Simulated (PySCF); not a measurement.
Q: What does the GFN2-xTB structure of `CC[C@](C)(F)C(C)=S` look like in three dimensions?

A: 
```
atom  x, y, z in Å
C1     1.5801   -0.7891   -1.2102
C2     1.2397    0.5225   -0.5126
C3     0.0729    0.3757    0.4763
C4    -0.2231    1.6964    1.1889
F5     0.4584   -0.5414    1.4540
C6    -1.1692   -0.1401   -0.2083
C7    -1.7333   -1.4250    0.2695
S8    -1.8465    0.7122   -1.4132
H9     1.8012   -1.5615   -0.4770
H10    2.4529   -0.6564   -1.8442
H11    0.7514   -1.1216   -1.8321
H12    0.9634    1.2784   -1.2480
H13    2.1080    0.8765    0.0459
H14    0.6765    2.0543    1.6830
H15   -0.9983    1.5466    1.9377
H16   -0.5617    2.4336    0.4675
H17   -0.9843   -2.2129    0.1790
H18   -2.6227   -1.6916   -0.2943
H19   -1.9752   -1.3473    1.3307
```

Any rigid rotation of these coordinates is as good. Atoms count from 1 in this order. The C–C distances run from 1.482 Å (C6–C7, drawn single) to 1.536 Å (C2–C3, drawn single), a spread of 0.054 Å. Of the pairs four or more bonds apart, C6···H11 is among the closest relative to their van der Waals radii: 2.70 Å, 93 % of the sum of Bondi's values.

Bonds between heavy atoms (Å): C1–C2 1.524, C2–C3 1.536, C3–C4 1.530, C3–F5 1.395, C3–C6 1.509, C6–C7 1.482, C6=S8 1.624.

Structure optimised with GFN2-xTB, isolated species.

Point group: C1 (no symmetry element, even within 0.4 Å). GFN2-xTB frequencies: not computed here. One conformer, not necessarily the lowest (C1–C2–C3–C4 178°, C2–C3–C6–C7 120°).
